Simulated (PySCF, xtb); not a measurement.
H9NSi3, SMILES [SiH3]N[SiH2][SiH3]. Other conformers were not sampled.

Harmonic wavenumbers (cm⁻¹) from GFN2-xTB (xtb) at its own minimum, in rising order: 41, 48, 97, 121, 225, 366, 380, 442, 476, 480, 560, 576, 605, 664, 733, 765, 797, 802, 819, 822, 826, 837, 986, 1204, 2115, 2170, 2201, 2211, 2218, 2227, 2256, 2267, 3466.

Problem. What does PBE0-D3(BJ)/def2-SVP in PySCF give at its own minimum? (Estimate from the structure and the level; the computed values follow.)

Solution. 31, 52, 119, 185, 248, 346, 385, 415, 525, 608, 613, 712, 716, 742, 828, 900, 921, 929, 936, 948, 961, 982, 1004, 1209, 2186, 2199, 2209, 2217, 2225, 2227, 2234, 2245, 3600. Paired by order, the mean absolute difference is 62 cm⁻¹ and the zero-point energies are 49.8 and 52.4 kcal/mol.
